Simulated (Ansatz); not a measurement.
```yaml
crystal:
  periodic: [false, false, false]
  atoms:
    - {symbol: C, position_ang: [-1.804343, 1.122142, 3.733844]}
    - {symbol: C, position_ang: [-1.030244, -0.255634, 2.867240]}
    - {symbol: O, position_ang: [-0.411444, 0.575370, 1.913887]}
    - {symbol: Sn, position_ang: [0.554919, -0.214077, 0.644881]}
    - {symbol: Cl, position_ang: [2.104249, -1.741394, 1.358835]}
    - {symbol: O, position_ang: [1.454031, 1.277670, -0.651173]}
    - {symbol: C, position_ang: [2.438771, 0.552270, -1.569320]}
    - {symbol: C, position_ang: [3.180213, 1.842200, -2.295749]}
    - {symbol: O, position_ang: [-0.479143, -1.489589, -0.327370]}
    - {symbol: C, position_ang: [-1.505039, -0.829198, -1.405572]}
    - {symbol: C, position_ang: [-2.298105, -1.806612, -2.278912]}
    - {symbol: H, position_ang: [-0.989065, 1.465228, 4.156488]}
    - {symbol: H, position_ang: [-2.495926, 1.544117, 3.117026]}
    - {symbol: H, position_ang: [-2.110364, 0.435550, 4.646084]}
    - {symbol: H, position_ang: [-0.293925, -0.821136, 3.269633]}
    - {symbol: H, position_ang: [-1.697492, -0.503089, 2.321371]}
    - {symbol: H, position_ang: [2.207623, -0.101317, -2.184016]}
    - {symbol: H, position_ang: [3.305192, -0.062232, -0.949167]}
    - {symbol: H, position_ang: [3.681067, 2.366816, -1.385570]}
    - {symbol: H, position_ang: [2.324887, 2.504670, -2.666912]}
    - {symbol: H, position_ang: [3.436491, 1.430377, -2.756125]}
    - {symbol: H, position_ang: [-2.073913, -0.402372, -0.659726]}
    - {symbol: H, position_ang: [-1.094637, -0.125605, -1.735230]}
    - {symbol: H, position_ang: [-2.693179, -2.684549, -1.543847]}
    - {symbol: H, position_ang: [-2.942450, -1.311357, -2.653714]}
    - {symbol: H, position_ang: [-1.533012, -2.193163, -2.887517]}
basis:
  gaussian: {orbitals: def2-TZVP}
hamiltonian: {xc: {name: B3LYP}, dispersion: d4}
accuracy: high
relax: {f_tol: 0.001, max_steps: 2}
```

```sh
$ ansatz run in.yaml --threads 11 --pin off --events-out ev --progress --plain --max-ram 174080MiB --backend cuda --devices 0, --max-vram 75GiB
```

It prints (some lines left out):

```
Functional definition: B3LYP
9473 factors; integrals over basis functions are off by at most 2.4e-9 eV
mean field evaluation 1: about -30923.7428 eV, gradient 1.2e2 eV
mean field evaluation 2: about -30873.7505 eV, gradient 2.0e2 eV
mean field evaluation 4: about -30954.0590 eV, gradient 1.9e1 eV
mean field evaluation 8: about -30954.6752 eV, gradient 8.5e-1 eV
mean field evaluation 16: about -30954.9231 eV, gradient 2.2e-3 eV
mean field -30954.92307995 eV, -1137.5724411876 hartree, gradient 2.9e-8 eV, S^2 0.000000; 0 other end points of the search recorded, 0 dependent functions left out
reference -30954.92315231 eV, -1137.5724438469 hartree; 57, 57 occupied and 399, 399 virtual orbitals, 9473 factors
relax step   1: F+E_penalty+E_count = -30955.96037539 eV  Δ(F+E_penalty+E_count) = +0.000e0 eV  max|allowed force component| = 4.200e1 eV/Å  Δτ_max = 0.0000 Å  (40 SCF iters, accepted)
9491 factors; integrals over basis functions are off by at most 3.6e-9 eV
mean field -30967.81402205 eV, -1138.0461745720 hartree, gradient 1.1e-8 eV, S^2 0.000000; 0 other end points of the search recorded, 0 dependent functions left out
reference -30967.81409439 eV, -1138.0461772304 hartree; 57, 57 occupied and 399, 399 virtual orbitals, 9491 factors
relax step   2: F+E_penalty+E_count = -30968.85183784 eV  Δ(F+E_penalty+E_count) = -1.289e1 eV  max|allowed force component| = 6.777e0 eV/Å  Δτ_max = 0.1931 Å  (49 SCF iters, accepted)
Error: geometry relaxation did not converge after 2 steps: max|allowed force component| = 6.78e0 eV/Å (threshold 1.0e-3). Raise `relax.max_steps` over both its present limit and 2, loosen `relax.f_tol`, or start from a geometry closer to equilibrium. Where this run's directory can be resumed (`checkpoint.write`), a resume goes on for up to `relax.max_steps` more
```

In this input the relaxation is allowed too few steps for its threshold. The run did not converge.
